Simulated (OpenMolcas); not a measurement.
**Levels of Cl2+ by method**

```
Program             : OpenMolcas 26.06
Basis               : ANO-L-VTZP [5s4p2d1f]
Scalar Hamiltonian  : non-relativistic, point nucleus
Active space        : 5 electrons in 4 orbitals (3s 3p)
State averaging     : 2S+1 = 4 odd, 1 root; 2S+1 = 2 odd, 11 roots; 2S+1 = 4 even, 3 roots; 2S+1 = 2 even, 9 roots
Spin-orbit coupling : RASSI with atomic mean-field integrals over the reference wave functions, term energies averaged over their components
```

Methods on the same reference wave functions:
A. CASSCF
B. SS-CASPT2, IPEA 0.25 Eh, imaginary shift 0.1 Eh (closed shells correlated: 2s 2p)
C. MS-CASPT2, IPEA 0.25 Eh, imaginary shift 0.1 Eh (closed shells correlated: 2s 2p)

Energies in cm-1 above 3s2 3p3 4S* 3/2, the measured ground level; measured values from Moore, Atomic Energy Levels, vol. I, NSRDS-NBS 35 (1971 reprint of NBS Circular 467, 1949).

```
          Level       A       B       C  Measured
3s2 3p3 4S* 3/2     0.0     0.0     0.0       0.0
3s2 3p3 2D* 3/2   22619   19010   19010     18053
3s2 3p3 2D* 5/2   22694   19070   19070     18120
3s2 3p3 2P* 1/2   31227   30470   30450     29812
3s2 3p3 2P* 3/2   31290   30510   30500     29907
  3s 3p4 4P 5/2  104655  100920  100920     98520
  3s 3p4 4P 3/2  105267  101530  101530     99130
  3s 3p4 4P 1/2  105623  101890  101890     99475
  3s 3p4 2D 3/2  148990  132730  132730          
  3s 3p4 2D 5/2  149000  132750  132750          
  3s 3p4 2S 1/2  171398  161690  161690          
  3s 3p4 2P 3/2  191125  174620  174620          
  3s 3p4 2P 1/2  191853  175360  175360          
    3p5 2P* 3/2  291218  261990  262010          
    3p5 2P* 1/2  292276  263050  263070
```

Deviations, from unrounded energies. A percentage is the sum of absolute deviations over the sum of measured energies, with the sign that they share, or ± where signs differ.

```
                        Against measurement  Levels      A     B     C
             mean absolute deviation (cm-1)       7   4300  1500  1500
other terms of the ground configuration (%)       4  +12.4  +3.3  +3.3
                   other configurations (%)       3   +6.2  +2.4  +2.4
```

B, C lie about equally close to measurement and A furthest from it. The largest miss of C in the table is 3s 3p4 4P 1/2, by +2400 cm-1. The ranking rests on the paired levels alone, and a cruder setting can come out closer through cancelling errors.

Between B and C the level of the table that moves most is 3p5 2P* 1/2, by 15 cm-1 (lowest in B, highest in C). Moves below CASPT2's spread within the term are not significant.

The two smallest mean deviations differ by little beside CASPT2's spread within terms, so their order carries little weight.

From A to B the spin-free energies of the other terms of 3s2 3p3 shown, above 4S*, scale by factors of 0.84 to 0.98.

The lowest spin-free term lies below A's lowest term by 0.116 hartree in B, 0.116 hartree in C.

Term energies are means over components that CASPT2 splits; among the terms shown or strongly mixed into the levels shown the widest spread is 1400 cm-1 (3s 3p4 2D, C). Over all roots computed the reference weight is 0.87 to 0.96 in B, 0.87 to 0.96 in C; the roots of lowest weight are the least certain, and an intruder state may touch them. Terms of s pⁿ other than that of highest spin mix with s² pⁿ⁻² d, which this space lacks; all of them can be thousands of cm-1 off, and some have no real level of that name. Measured partners are found by configuration, term and J. A level has none where our copy of the source lacks it or the pairing is in doubt (some pairs that miss far off the trend of their configuration count as doubtful), and it then counts in no deviation. Levels of configurations outside the active space are missing.

* marks odd parity.
